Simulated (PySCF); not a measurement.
CH₄AlFO. Atoms are numbered in the order given.

```xyz
8

Al    -0.5224     0.7680     0.0000
H     -1.8953     1.5100     0.0000
F      0.8980     1.6392     0.0000
O     -0.4750    -0.9143     0.0000
C      0.4085    -1.9980     0.0000
H      0.2425    -2.6302    -0.8906
H      1.4688    -1.6839     0.0000
H      0.2425    -2.6302     0.8906
```
Charge 0, spin multiplicity 1.

Geometry: B3LYP-D3(BJ)/def2-SVP. The values are those of a single conformer.

Computed with PySCF with PBE/def2-TZVPD.

Gas-phase values at a fixed geometry.

Computed frontier levels, gap, dipole moment and polarisability:
The highest occupied level comes out as -6.96 eV and the lowest empty level is -1.32 eV. The orbital gap is 5.64 eV and the dipole moment comes out as 1.20 D. The quadrupole, principal values (traceless, Buckingham form, about the centre of nuclear charge) comes out as -7.86, 2.53, 5.33 D·Å and the mean static polarisability comes out as 45.7 bohr³ (6.77 Å³). The polarisability, principal values comes out as 39.4, 42.2, 55.4 bohr³.
